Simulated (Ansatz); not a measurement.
Consider the ligand exchange at the Si–N bond: `CN[SiH](C)O` + `O[SiH2]O` → `C[SiH](O)O[SiH2]O` + CH₃NH₂.

Program: Ansatz. Geometries: PBE0-D4/def2-TZVP. ΔE: electronic, gas phase. CBS: MP2 limit from def2 TZ/QZ plus the TZ coupled-cluster correction, frozen cores. Each species was taken in one conformer, which may not be the lowest.

```csv
level,ΔE (kJ/mol)
CCSD(T)/def2-TZVPP,-66.1
HF/def2-QZVPP,-76.7
```

Question: What does CCSD(T)/CBS give? (Estimate.)

Answer: The calculation gave: -65.3 kJ/mol. The listed levels differ from it by -0.8, -11.4 kJ/mol.

Largest T1 diagnostic among the species: 0.011.

In def2-TZVPP, CCSD(T) changes the Hartree–Fock value by +9.6 kJ/mol (the triples alone add +1.2 kJ/mol) and MP2 by +11.9 kJ/mol. From PBE to PBE0 (25 % exact exchange), in def2-TZVPP and without D4, ΔE moves by −3.7 kJ/mol.
